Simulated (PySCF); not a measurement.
Species: C₂H₉NSSi₃.
Numbering: `[SiH3:1][N:2]([SiH3:3])[C:4]1=[CH:5][SiH2:6][S:7]1`

Probes without a nucleus sit at each ring's centroid and 1 Å off its mean plane on both sides; NICS is minus the shielding there, NICSzz its component along the normal. Level: GIAO PBE0/pcSseg-1 (PySCF, non-relativistic, gas phase) on the GFN2-xTB geometry, one conformer.

Ring bond lengths (Å), with Mayer bond orders in brackets: C4–C5 1.361 (1.63), C5–Si6 1.845 (0.98), Si6–S7 2.227 (0.79), S7–C4 1.768 (1.08).

**Question.** Give the NICS values of each ring in ppm.

**Answer.** 
| ring | type | NICS(0) | NICS(1), two faces | NICS(1)zz, two faces | rms pucker (Å) | centre to ring atoms, mean (Å) |
| --- | --- | --- | --- | --- | --- | --- |
| C4–C5–Si6–S7 | 4-membered ring with S and Si; formal bonds 1 double, 3 single | -3.6 | -1.1 / -1.1 | 7.1 / 7.1 | 0.00 | 1.26 |

**Question.** What can be read from them?

**Answer.** 
- C4–C5–Si6–S7: mean NICS(1)zz 7.1 ppm, deshielded. Si6 has four or more neighbours; no verdict on aromaticity is drawn.

**Question.** What is the mean of the two in-plane components of NICS at the second NICS(1) probe listed for ring C4–C5–Si6–S7, 1 Å off the ring?

**Answer.** The isotropic value is a third of the trace: (3 × -1.1 − (7.1))/2 = -5.2 ppm.

**Question.** List the ring angles and the Hirshfeld charges of the ring atoms.

**Answer.** 
- C4–C5–Si6–S7: C4 108.3° (+0.045 e), C5 99.5° (-0.232 e), Si6 76.8° (+0.342 e), S7 75.3° (-0.096 e); sum 360.0° against 360° for a flat convex ring.

**Question.** What are the shieldings of the ring atoms and their hydrogens in the same run (means over atoms taken as equivalent)?

**Answer.** 
```
        atoms                      environment  σ isotropic (ppm)  principal values of the symmetric part, first atom (ppm)
           C4  vinylic carbon bearing nitrogen               13.7                                        -92.4, 24.1, 109.2
           C5                 alkene CH carbon              105.9                                        41.4, 138.1, 138.3
          Si6                     SiH2 silicon              401.4                                       350.8, 409.1, 444.4
           S7        sulfur bonded to C and Si              526.3                                       313.6, 436.0, 829.5
      H on C5                 vinylic hydrogen              28.12                                          24.0, 26.1, 34.3
H on Si6 (×2)                    Si–H hydrogen              26.55                                          22.8, 24.7, 32.2
```

Hardware: one thread of an Arm Neoverse N1, on a shared host. Cost: 61 s, 0.79 GiB resident at most. This is the whole shielding run at PBE0/pcSseg-1, SCF included.

Shape of the structure used: `[SiH3:1][N:2]([SiH3:3])[C:4]1=[CH:5][SiH2:6][S:7]1`: Si1–N2–C4–C5 0°.
